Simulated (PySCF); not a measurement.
A species of formula C4H9N3SSi2 has this rotational fingerprint, computed with PBE0/pcSseg-1 in PySCF (dipole) on a GFN2-xTB geometry, gas phase:

- Rotational constants: A = 1148, B = 581.0, C = 513.8 MHz
- Dipole components: |μa| = 2.04 D, |μb| = 0.70 D, |μc| = 1.50 D
- Inertial defect: -326.45 u·Å²
- κ: -0.79

**Question.** Which candidate fits, each taken in the one conformer that was computed?
A. `[CH3:1][S:2][Si@:3]([NH2:4])([C:5]#[N:6])[SiH2:7][CH2:8][C:9]#[N:10]` with C1–S2–Si3–N4 58°, S2–Si3–N4–H -70° and 80°, S2–Si3–Si7–C8 -59°, Si3–Si7–C8–C9 -49°
B. `[CH3:1][S:2][Si@@:3]([NH2:4])([CH2:5][C:6]#[N:7])[SiH2:8][C:9]#[N:10]` with C1–S2–Si3–N4 170°, S2–Si3–N4–H 13° and 159°, S2–Si3–C5–C6 -161°, S2–Si3–Si8–C9 -72°
C. `[CH3:1][S:2][Si@:3]([NH2:4])([C:5]#[N:6])[CH2:7][SiH2:8][C:9]#[N:10]` with C1–S2–Si3–N4 52°, S2–Si3–N4–H -73° and 75°, S2–Si3–C7–Si8 -57°, Si3–C7–Si8–C9 -51°
D. `[CH3:1][NH:2][Si@@:3]([C:4]#[N:5])([SiH2:6][C:7]#[N:8])[S:9][CH3:10]` with C1–N2–Si3–C4 -62°, N2–Si3–Si6–C7 -9°, N2–Si3–S9–C10 60°

**Answer.** A. It is CS[Si@](N)(C#N)[SiH2]CC#N, an asymmetric top, point group C1. The candidates at the same level (rigid rotor, commonest isotopes):

| SMILES | A (MHz) | B (MHz) | C (MHz) | μa (D) | μb (D) | μc (D) | Δ (u·Å²) | point group | rotor |
| --- | --- | --- | --- | --- | --- | --- | --- | --- | --- |
| CS[Si@@](N)(CC#N)[SiH2]C#N | 821.9 | 736.4 | 526.1 | 1.33 | 3.25 | 1.18 | -340.69 | C1 | asymmetric top |
| CS[Si@](N)(C#N)[SiH2]CC#N | 1148 | 581.0 | 513.8 | 2.04 | 0.70 | 1.50 | -326.45 | C1 | asymmetric top |
| CN[Si@@](C#N)([SiH2]C#N)SC | 1104 | 552.7 | 514.6 | 1.66 | 1.25 | 2.04 | -389.95 | C1 | asymmetric top |
| CS[Si@](N)(C#N)C[SiH2]C#N | 1158 | 549.5 | 506.3 | 1.59 | 0.68 | 1.18 | -357.91 | C1 | asymmetric top |

`CN[Si@@](C#N)([SiH2]C#N)SC` has B 5 % too low; `CS[Si@](N)(C#N)C[SiH2]C#N` has B 5 % too low; `CS[Si@@](N)(CC#N)[SiH2]C#N` has A 28 % too low. No structure here is proved a minimum.
